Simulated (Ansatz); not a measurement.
Saddle point of Si$_{4}$H$_{12}$ClOF, singlet (Si₄H₉F ([F][Si]([SiH3])([SiH3])[SiH3]) + HCl + H₂O → Si₃H₆ClF ([F][Si]([SiH3])([SiH3])[Cl]) + SiH₄ + H₂O; bonds formed: Si1–Cl7, Si2–H8, H6–O9; bonds broken: Si1–Si2, H6–Cl7, H8–O9), PBE0-D4/def2-TZVP structure:

```xyz
19
angstrom
Si -0.6678 -0.0943 -0.3049
Si 1.2578 1.1591 -1.3044
Si -1.9709 -0.0662 1.6376
Si -0.2935 -2.0764 -1.4865
F -1.5350 0.8698 -1.3311
H 1.2238 0.5582 1.8641
Cl 0.9692 -1.2736 1.3323
H 0.6492 1.1743 0.4275
O 1.1123 1.5340 1.6088
H 2.6185 0.7387 -0.8923
H 0.9165 0.6254 -2.6429
H 1.1569 2.6419 -1.3065
H -3.2574 0.6316 1.3608
H -2.2432 -1.4819 1.9887
H -1.2834 0.6183 2.7586
H -0.7468 -3.2264 -0.6660
H 1.1535 -2.2035 -1.7978
H -1.0546 -2.0445 -2.7677
H 1.9950 1.9158 1.5218
```

Energies are electronic, without zero-point energy. Barriers and step energies count from the start structure reached by relaxing down the imaginary mode; all methods use the PBE0-D4 structures, on which another method's saddle can fall below an end. Computed with Ansatz 0.2.0 (basis: def2-TZVPP, with def2-QZVPP for the basis limit); correlated methods freeze the cores. B3LYP uses VWN-RPA correlation. Extrapolation: Hartree–Fock as exp(−7.88 √X), correlation as X^−2.97.

| method | barrier (kcal/mol) | step energy (kcal/mol) |
| --- | --- | --- |
| SPW92 | 18.76 | -10.66 |
| PBE-D4 | 27.44 | -14.98 |
| BLYP-D4 | 32.55 | -18.93 |
| r2SCAN-D4 | 29.90 | -18.92 |
| B97M-V | 35.99 | -19.35 |
| PBE0-D4 | 32.30 | -17.14 |
| B3LYP-D4 | ? | -20.36 |
| r2SCAN0-D4 | 33.64 | -20.02 |
| BHLYP-D4 | 42.01 | -22.77 |
| CAM-B3LYP-D4 | 38.24 | -21.63 |
| wB97X-V | ? | -20.90 |
| wB97M-V | ? | -21.61 |
| B2PLYP | 38.23 | -22.69 |
| PBE-QIDH | 35.57 | -20.18 |
| RPA on PBE | 39.11 | -22.22 |
| HF | 57.83 | -31.48 |
| MP2 | 35.97 | -21.95 |
| CCSD | 43.06 | -22.80 |
| CCSD(T) | 39.21 | -21.29 |

Fill in the withheld barriers. (An estimate is asked for; the value comes from the calculation.)

Computed: wB97X-V 37.63; wB97M-V 34.99; B3LYP-D4 36.31 kcal/mol. Each is the energy of the saddle less that of the start structure, by the same method.

For comparison, the barrier by CCSD(T) at an estimated basis limit (MP2 extrapolated from triple and quadruple zeta, plus CCSD(T) − MP2 in triple zeta) is 37.15 kcal/mol.

The T1 diagnostic stays at or below 0.014.

Labels in which every atom is bracketed show which atoms are joined, not bond orders.

For scale, one of the runs: CCSD(T)/def2-TZVPP, 440 basis functions, launched by `ansatz run in.yaml --threads 4 --pin off --events-out ev --progress --plain --max-ram 66560MiB --backend cuda --devices 0, --max-vram 37GiB`. Time: 46 s of wall clock on 4 CPU threads of an AMD EPYC 7R13 and a share of one NVIDIA H100; the host was shared. Peak host memory: 1.8 GiB.
